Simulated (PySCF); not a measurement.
## From computed data to an observable: entropy of an ideal gas

C3F3, SMILES [C]#CC(F)(F)F, multiplicity 2.

Geometry optimised at PBE-D3(BJ)/def2-SVP. The isomer is the one that the SMILES or the coordinates give; other isomers of the formula were not compared.

PBE-D3(BJ)/def2-SVP in PySCF 2.14.0 gives the harmonic wavenumbers 100, 100, 390, 390, 531, 555, 555, 800, 1148, 1148, 1208, 2206 cm⁻¹ and the rotational temperatures 0.2678, 0.1457, 0.1457 K. The molar mass is 93.03 g/mol, the symmetry number 3, the spin multiplicity 2.

Question: Work out the entropy at 298.15 K and 1 atm in the rigid-rotor, harmonic-oscillator model.

Answer: 
Translation (Sackur–Tetrode at 1 atm): S = R[1.5 ln M + 2.5 ln T − 1.16487] = 165.3 J/(mol K).
Rotation: q = (√π/σ) T^1.5/√(θA θB θC) = 40300, S = R[ln q + 3/2] = 100.6 J/(mol K).
Vibration: with u = 1.4388 ν/T, each mode gives R[u/(e^u − 1) − ln(1 − e^−u)]:
```json
[
 {"ν (cm⁻¹)": "100", "modes": "2", "u": "0.48", "S (J/(mol K))": "28.91"},
 {"ν (cm⁻¹)": "390", "modes": "2", "u": "1.88", "S (J/(mol K))": "8.37"},
 {"ν (cm⁻¹)": "531", "modes": "1", "u": "2.56", "S (J/(mol K))": "2.45"},
 {"ν (cm⁻¹)": "555", "modes": "2", "u": "2.68", "S (J/(mol K))": "4.47"},
 {"ν (cm⁻¹)": "800", "modes": "1", "u": "3.86", "S (J/(mol K))": "0.87"},
 {"ν (cm⁻¹)": "1148", "modes": "2", "u": "5.54", "S (J/(mol K))": "0.43"},
 {"ν (cm⁻¹)": "1208", "modes": "1", "u": "5.83", "S (J/(mol K))": "0.17"}
]
```
The stiffer modes add less than 0.005 each. Sum 45.7 J/(mol K).
Spin: R ln 2 = 5.8 J/(mol K).
Total 317.3 J/(mol K); the program's own thermochemistry gives 317.4. Translation makes up 52 % and vibration 14 %. Anharmonicity, hindered rotation and orbital degeneracy are left out.
